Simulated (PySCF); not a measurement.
Radial density of Mo(3+) (molybdenum, charge +3)

LC-wPBE, [Kr] 4d3, high-spin 4F determinant. Calculation: PySCF 2.14, in aug-cc-pwCVTZ-PP with ECP28MDF; scalar relativity through the core potential. This is the valence pseudo-density: the core potential removes the inner electrons and smooths the orbitals near the nucleus.

```
r (bohr)  4πr²ρ (e/bohr)  4πr²(ρα − ρβ)
  0.0347       1.620e-05         0.0000
  0.0584       4.086e-05         0.0000
  0.0983       0.0001508         0.0000
   0.165        0.001335         0.0003
   0.278         0.02272         0.0056
   0.468          0.6528         0.0927
   0.787           7.340         0.9106
    1.32           8.856         2.1973
    2.23           1.427         0.8721
    3.74         0.04516         0.0427
    6.30       8.562e-05         0.0001
```

Energies and moments cover only the electrons outside the core potential.
